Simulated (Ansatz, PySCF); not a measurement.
H$_{2}$FInSe$_{2}$ (SMILES [F][In]([SeH])[SeH]), singlet, at a GFN2-xTB geometry (such geometries of metal compounds can be far from the true shape) (all electrons, no relativity), with bond 4-3 at 1.8 times its length. Base run: CASSCF(4,3)/STO-3G in PySCF.

The PySCF input:
```python
from pyscf import gto, scf, mcscf
import numpy

mol = gto.Mole()
mol.atom = '''
    In    0.29507477   -0.24758824    0.05059120
    F     1.75783660   -1.50103225    0.57315057
    Se   -0.86712853    0.50425084    2.17807054
    H     0.77521849   -0.97603476    3.52485482
    Se    0.00756771    0.22668571   -2.42655755
    H    -1.09941170    1.10740133   -2.11504959
'''
mol.basis = 'sto-3g'
mol.verbose = 4
mol.build()

mf = scf.RHF(mol)
mf.kernel()
mc = mcscf.CASSCF(mf, 3, 4)
mc.fix_spin_(ss=0.0)
mc.kernel()
occ = numpy.linalg.eigvalsh(mc.fcisolver.make_rdm1(mc.ci, mc.ncas, mc.nelecas))[::-1]
ss = mc.fcisolver.spin_square(mc.ci, mc.ncas, mc.nelecas)[0]
print('natural occupations', occ.round(4), ' <S^2>', round(ss, 4))
```

Programs used: Ansatz (a program for electronic structure), PySCF; a row that names a program was run with it.

Each row names what was changed in the base input (with any setting that the change needs).

| change | ΔE vs base (mEh) | natural occupations | <S^2> of the state | outcome |
|---|---|---|---|---|
| base | 0.000 | 2.00 1.50 0.50 | 0.00 | converged |
| active space = 8 electrons, 6 orbitals | - | - | - | not converged |
| orbitals = fixed (CASCI) | 14.613 | 2.00 1.54 0.46 | 0.00 | converged |
| active space = 8 electrons, 9 orbitals | -39.629 | 1.99 1.98 1.94 1.50 0.50 0.06 0.02 0.01 0.00 | 0.00 | converged |
| start = MP2 natural orbitals | -0.146 | 2.00 1.50 0.50 | 0.00 | converged |
| orbitals = fixed (CASCI); correction = SC-NEVPT2 | -67.871 | 2.00 1.54 0.46 | 0.00 | converged |
| code = ansatz | -0.134 | - | - | converged |
| solver = newton | -0.146 | 2.00 1.50 0.50 | 0.00 | converged |
| active space = 10 electrons, 9 orbitals | - | - | - | not converged |
| state_average = 2 states | 0.258 | - | - | converged |
| active space = 8 electrons, 7 orbitals | - | - | - | not converged |

Active orbitals are taken around the Fermi level unless the row says otherwise; CASSCF can end in different local minima, and two programs can end on different orbitals. State-averaged rows give the lowest state.
